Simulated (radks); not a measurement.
Ionisation ladder of oxygen, from O I to O VIII. Each ion is in the ground configuration listed by NIST, and IE = E(next ion) - E(this ion), with E = 0 for the bare nucleus. Method: scalar-relativistic Kohn-Sham, LDA (Slater exchange, VWN5 correlation), spin-polarised, spherical densities, finite nucleus; open shells are filled with parallel spins first; Fermi nuclear charge, rms radius 2.6991 fm; computed with a radial shooting solver on a logarithmic mesh with Libxc functionals.

species,configuration,E (hartree),"IE, Delta-SCF (eV)",-e(HOMO) (eV),HOMO,<r> HOMO (bohr),"IE, NIST (eV)",kind,error (eV)
O I,[He] 2s2 2p4,-74.58303,13.888,7.404,2p down,1.34,13.618,exp.,+0.270
O II,[He] 2s2 2p3,-74.07264,35.566,26.441,2p up,1.08,35.121,exp.,+0.445
O III,[He] 2s2 2p2,-72.76561,55.564,45.151,2p up,0.986,54.936,semi-emp.,+0.629
O IV,[He] 2s2 2p1,-70.72367,77.718,66.348,2p up,0.910,77.414,exp.,+0.305
O V,[He] 2s2,-67.86757,112.29,102.27,2s,0.933,113.90,exp.,-1.6
O VI,[He] 2s1,-63.74116,137.83,127.60,2s up,0.892,138.12,semi-emp.,-0.3
O VII,[He],-58.67600,733.53,687.81,1s,0.198,739.33,theory,-5.8
O VIII,1s1,-31.71943,863.13,814.95,1s up,0.189,871.41,theory,-8.3

Reference values: NIST Atomic Spectra Database (exp. = measured, semi-emp. = semi-empirical, theory = theoretical value adopted there). The ionisation energy per charge of the ion left behind rises most, in proportion, at O VII ([He]), from 22.972 to 104.79 eV. Against the entries that are not theoretical the mean signed error is +0.5 % and the largest +2.0 %. Open shells are spherical and high-spin; term and fine-structure splittings are not resolved.
